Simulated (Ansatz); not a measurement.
C2H6O2SSi can be A, `O/C([SiH3])=C(\O)S`, or B, `O[SiH2]/C(O)=C/S`.

Program: Ansatz. Geometries: PBE0-D4/def2-TZVP. ΔE: electronic, gas phase. CCSD(T)/CBS adds triple-zeta CCSD(T) − MP2 to the extrapolated MP2 energy (def2 sets, frozen cores). Double bonds are as drawn, so ΔE can hold a change between cis and trans. Functionals use def2-TZVPP. B3LYP here is the variant with VWN-RPA as its local correlation; programs differ in this. Each species was taken in one conformer, which may not be the lowest.

(1) Which is lower in electronic energy at CCSD(T)/CBS, and by how much? (Estimate.)

(2) Give E(B) − E(A) in kcal/mol with CCSD(T)/def2-TZVPP, PBE-D4, PBE0-D4, MP2/def2-TZVPP, B3LYP-D4, r2SCAN-D4, ωB97M-V. (An estimate is asked.)

Largest T1 diagnostic: 0.013.

## Answers

(1) Ansatz gave: B, by 40.2 kcal/mol.

(2) Computed: CCSD(T)/def2-TZVPP -40.0, PBE-D4 -35.1, PBE0-D4 -37.0, MP2/def2-TZVPP -41.4, B3LYP-D4 -38.8, r2SCAN-D4 -38.0, ωB97M-V -39.0. None reverses the order clearly.

The D4 term adds +0.8 kcal/mol with B3LYP and +0.4 kcal/mol with PBE0; it sums over pairs of atoms, weighted by their polarisabilities, and B3LYP, whose exchange is more repulsive, gets the larger term. From PBE to PBE0 (25 % exact exchange), in def2-TZVPP and without D4, E(B) − E(A) moves by −1.8 kcal/mol.
